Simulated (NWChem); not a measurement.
Program: NWChem. System: iminoborane (H2BN), charge 0, spin multiplicity 1, at a geometry optimised with PBE/def2-SVP. Level: B3LYP/def2-SVPD, VWN1-RPA local correlation.

Output (cleaned and shortened):

```
             Northwest Computational Chemistry Package (NWChem) 7.3.0
             --------------------------------------------------------

                                NWChem Input Module
                                -------------------

 Scaling coordinates for geometry "geometry" by  1.889725989
 (inverse scale =  0.529177249)

 Turning off AUTOSYM since
 SYMMETRY directive was detected!

                             Geometry "geometry" -> ""
                             -------------------------

 Output coordinates in angstroms (scale by  1.889725989 to convert to a.u.)

  No.       Tag          Charge          X              Y              Z
 ---- ---------------- ---------- -------------- -------------- --------------
    1 B                    5.0000     0.00000000     0.00000000    -0.70105700
    2 N                    7.0000     0.00000000     0.00000000     0.54884500
    3 H                    1.0000     0.00000000     0.00000000    -1.89101100
    4 H                    1.0000     0.00000000     0.00000000     1.55437900

 Effective nuclear repulsion energy (a.u.)      23.5704249663

            Nuclear Dipole moment (a.u.)
            ----------------------------
        X                 Y               Z
 ---------------- ---------------- ----------------
     0.0000000000     0.0000000000    -0.0000037795

      Symmetry information
      --------------------

 Group name             C2v
 Group number             16
 Group order               4
 No. of unique centers     4

      Symmetry unique atoms

     1    2    3    4


 Summary of "ao basis" -> "" (spherical)
 ------------------------------------------------------------------------------
       Tag                 Description            Shells   Functions and Types
 ---------------- ------------------------------  ------  ---------------------
 *                         def2-svpd                  on all atoms

                              NWChem Property Module
                              ----------------------

                                 NWChem DFT Module
                                 -----------------

 Summary of "ao basis" -> "ao basis" (spherical)
 ------------------------------------------------------------------------------
       Tag                 Description            Shells   Functions and Types
 ---------------- ------------------------------  ------  ---------------------
 B                         def2-svpd                 8       20   4s2p2d
[...]
     0   0 0 0     -0.000000     -7.000000     -7.000000     14.000000

     1   1 0 0     -0.000000     -0.000000     -0.000000      0.000000
     1   0 1 0      0.000000      0.000000      0.000000      0.000000
     1   0 0 1     -0.021947     -0.010971     -0.010971     -0.000004

     2   2 0 0     -9.824464     -4.912232     -4.912232      0.000000
     2   1 1 0     -0.000039     -0.000019     -0.000019      0.000000
     2   1 0 1      0.000000      0.000000      0.000000      0.000000
     2   0 2 0     -9.824594     -4.912297     -4.912297      0.000000
     2   0 1 1     -0.000000     -0.000000     -0.000000      0.000000
     2   0 0 2     -6.190643    -21.947036    -21.947036     37.703429

 *** CALLING NEW AORESP DRIVER FOR CLOSED AND OPEN SHELLS ***
 Entering AOResponse driver routine

--------------------------------------------------------------------------------

          ****************
          *** RESPONSE ***
          ****************

 Response module for NWChem and dynamic CPKS solver

          -----------------------------------------------
          Solving response equations for perturbing field
          -----------------------------------------------

 number of frequencies:     1
 frequency in a.u.:  0.0000000E+00
 Perturbing field: electric
 Using El. Dipole Length Gauge

 Setting up CPKS with frequency omega =      0.00000000 a.u.

 STATIC response

                                NWChem CPHF Module
                                ------------------

  scftype          =     RHF
  nclosed          =        7
  nopen            =        0
  variables        =      343
  # of vectors     =        3
  tolerance        = 0.10D-03
  level shift      = 0.00D+00
  max iterations   =       50
  max subspace     =       30

  int2e_file: Failed to allocate cache ... halving
 SCF residual:    3.2332163054212438E-004

Iterative solution of linear equations
  No. of variables      343
  No. of equations        3
  Maximum subspace       30
        Iterations       50
       Convergence  1.0D-04

   iter   nsub   residual    time
   ----  ------  --------  ---------
     1      3    5.93D+00       2.2
     2      6    2.91D+00       2.9
     3      9    3.90D-01       3.6
     4     12    4.64D-02       4.4
     5     15    2.73D-03       5.1
     6     18    1.77D-04       5.8
     7     21    3.12D-05       6.5

 Electric Dipole Response Matrix (nonzero elements):

              1        2        3
    1   18.7635   0.0001  -0.0000
    2    0.0001  18.7639   0.0000
    3   -0.0000   0.0000  30.6392

 ------------------------------------------
 average:        22.72218 + I       0.00000

 DFT Linear Response polarizability / au
 Frequency  =       0.0000000 / au
 Wavelength = -999999.0000000 / nm
              X              Y              Z
 -----------------------------------------------
 X      18.7635138      0.0001026     -0.0000001
 Y       0.0001026     18.7638566      0.0000001
 Z      -0.0000001      0.0000001     30.6391639
 -----------------------------------------------
 Eigenvalues =      18.7634854     18.7638850     30.6391639
 Isotropic   =      22.7221781
 Anisotropic =      11.8754787
 -----------------------------------------------

 Magnetic Dipole Response Matrix (nonzero elements):
 Optical rotation tensor Beta

 *** static G'=0. Use GPRIME input with finite omega
 *** or better ORBETA without GPRIME for small or zero freq.

 zero matrix

 ------------------------------------------
 average:         0.00000 + I       0.00000

 Exiting AOResponse driver routine

          -------------
          Dipole Moment
          -------------

 Center of charge (in au) is the expansion point
         X =       0.0000000 Y =       0.0000000 Z =      -0.0000003

   Dipole moment        0.0219465750 A.U.
             DMX       -0.0000000110 DMXEFC        0.0000000000
             DMY        0.0000000143 DMYEFC        0.0000000000
             DMZ       -0.0219465750 DMZEFC        0.0000000000
   -EFC- dipole         0.0000000000 A.U.
   Total dipole         0.0219465750 A.U.

   Dipole moment        0.0557830512 Debye(s)
             DMX       -0.0000000281 DMXEFC        0.0000000000
             DMY        0.0000000363 DMYEFC        0.0000000000
             DMZ       -0.0557830512 DMZEFC        0.0000000000
   -EFC- dipole         0.0000000000 DEBYE(S)
   Total dipole         0.0557830512 DEBYE(S)

 1 a.u. = 2.541766 Debyes

 Task  times  cpu:        6.4s     wall:        6.4s

 Total times  cpu:        6.5s     wall:        6.5s
```

Q: Write an NWChem input that would produce this output.

A: One answer among several that fit: 
```
start mol
memory heap 200 mb stack 900 mb global 1100 mb
geometry units angstroms nocenter noautoz
  B      0.000000     0.000000    -0.701057
  N      0.000000     0.000000     0.548845
  H      0.000000     0.000000    -1.891011
  H      0.000000     0.000000     1.554379
  symmetry group C2v
end
basis spherical
  * library def2-svpd
end
dft
  xc b3lyp
  semidirect memsize 60000000 filesize 0
  iterations 100
end
property
  dipole
  response 1 0.0
end
task dft property
```
